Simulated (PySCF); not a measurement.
# Electron correlation in C⁻ (carbon, charge -1)

[He] 2s2 2p3, high-spin 4S determinant. All numbers are calculated (PySCF 2.14, scalar relativity by spin-free X2C-1e, in aug-cc-pCVTZ-DK with one added diffuse shell each of s, p, d, f type (8s7p5d3f, 75 functions)). Frozen: 1s2; 5 electrons correlated.

```tsv
level	correlation energy (mhartree)
CCSD	-114.49
(T)	-4.90
CCSD(T)	-119.39
```

Diagnostics: T1 = 0.024, D1 = 0.0422, largest double amplitude 0.035.

Cost of the coupled-cluster step: about 18 core-seconds, for 5 correlated electrons.

Iterations:

```
CC2 = 0
CCSD nocc = (np.int64(4), np.int64(1)), nmo = (74, 74)
frozen orbitals [[0], [0]]
max_cycle = 100
direct = 0
conv_tol = 1e-08
conv_tol_normt = 1e-06
diis_space = 8
diis_start_cycle = 0
Init t2, MP2 energy = -0.0989629385291883
Init E_corr(UCCSD) = -0.0989629386085382
cycle = 1  E_corr(UCCSD) = -0.110143127148157  dE = -0.0111801885  norm(t1,t2) = 0.0476816
cycle = 2  E_corr(UCCSD) = -0.112837236437274  dE = -0.00269410929  norm(t1,t2) = 0.0198407
cycle = 3  E_corr(UCCSD) = -0.113994730687265  dE = -0.00115749425  norm(t1,t2) = 0.0137737
cycle = 4  E_corr(UCCSD) = -0.114636540745986  dE = -0.000641810059  norm(t1,t2) = 0.00673195
cycle = 5  E_corr(UCCSD) = -0.114488500980303  dE = 0.000148039766  norm(t1,t2) = 0.00352326
cycle = 6  E_corr(UCCSD) = -0.114471515174011  dE = 1.69858063e-05  norm(t1,t2) = 0.00148873
cycle = 7  E_corr(UCCSD) = -0.114493211359457  dE = -2.16961854e-05  norm(t1,t2) = 0.000731883
cycle = 8  E_corr(UCCSD) = -0.114493126223491  dE = 8.5135966e-08  norm(t1,t2) = 0.000239302
cycle = 9  E_corr(UCCSD) = -0.114491428497583  dE = 1.69772591e-06  norm(t1,t2) = 6.45745e-05
cycle = 10  E_corr(UCCSD) = -0.11449119247307  dE = 2.36024513e-07  norm(t1,t2) = 2.34358e-05
cycle = 11  E_corr(UCCSD) = -0.114491093816226  dE = 9.86568442e-08  norm(t1,t2) = 1.24364e-05
cycle = 12  E_corr(UCCSD) = -0.114491020317534  dE = 7.34986914e-08  norm(t1,t2) = 6.53774e-06
cycle = 13  E_corr(UCCSD) = -0.114491025323832  dE = -5.00629747e-09  norm(t1,t2) = 2.81845e-06
cycle = 14  E_corr(UCCSD) = -0.114491038575639  dE = -1.32518074e-08  norm(t1,t2) = 1.36937e-06
cycle = 15  E_corr(UCCSD) = -0.114491043396609  dE = -4.82096964e-09  norm(t1,t2) = 4.11721e-07
UCCSD converged
E(UCCSD) = -37.83787876933208  E_corr = -0.114491043396609
UCCSD(T) correction = -0.00490361456964206
```
